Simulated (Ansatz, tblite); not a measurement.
Forces on Cu₁₂Pd⁺ at its PBE-D4/def2-SVP geometry. The state is a doublet with charge 1.

In the def2 sets Pd takes a core potential; there is no spin–orbit coupling. The xTB rows come from tblite. Single mean-field runs in def2-TZVP are fitted with def2-universal-jkfit. Another isomer (doublet) lies 0.58 eV lower at PBE0-D4/def2-TZVP; other spin states weren't run for this one.

GFN1-xTB (tblite), largest force 0.69 eV/Å:

```xyz
13
positions Å, forces eV/Å
Pd   -2.031    0.070   -0.519   -0.443   -0.047    0.024
Cu   -0.099    0.206   -2.198   -0.132    0.081   -0.393
Cu    3.731    0.006   -0.577    0.253   -0.020   -0.038
Cu   -2.134   -2.204    0.579   -0.175   -0.047   -0.019
Cu    1.973   -1.086   -1.806    0.179   -0.180   -0.225
Cu   -0.544   -0.567    1.472   -0.086   -0.269    0.529
Cu   -1.600    1.625    1.524   -0.267    0.185    0.128
Cu    1.736   -0.732    0.610    0.405   -0.239    0.288
Cu    0.864    1.408    1.340    0.144    0.329    0.355
Cu   -3.032   -0.292    1.777   -0.072   -0.010   -0.004
Cu   -0.479    2.062   -0.601   -0.088    0.419   -0.198
Cu   -0.105   -1.674   -0.671   -0.111   -0.650   -0.217
Cu    1.719    1.177   -0.929    0.393    0.447   -0.229
```

GFN2-xTB (tblite), largest force 1.79 eV/Å:

```
Pd 1.304 -0.249 1.199
Cu -0.783 -0.038 -0.117
Cu 0.234 -0.159 -0.493
Cu -0.355 0.228 -0.111
Cu 0.422 -0.179 -0.064
Cu 0.646 -0.331 -0.054
Cu -0.719 0.076 -0.185
Cu -0.183 -0.077 0.782
Cu -0.292 -0.467 0.079
Cu -0.261 0.165 -0.378
Cu -0.250 0.119 -0.346
Cu -0.534 -0.109 -0.137
Cu 0.773 1.020 -0.174
```

PBE-D4/def2-TZVP (Ansatz), largest force 0.37 eV/Å:

```
Pd -0.110 0.029 -0.064
Cu -0.132 0.045 -0.311
Cu 0.368 0.013 0.021
Cu -0.105 -0.286 0.001
Cu 0.115 -0.196 -0.232
Cu -0.009 -0.086 0.149
Cu -0.148 0.234 0.127
Cu 0.140 -0.153 0.195
Cu 0.143 0.180 0.277
Cu -0.250 -0.014 0.177
Cu -0.078 0.272 -0.146
Cu -0.065 -0.270 -0.089
Cu 0.130 0.232 -0.106
```
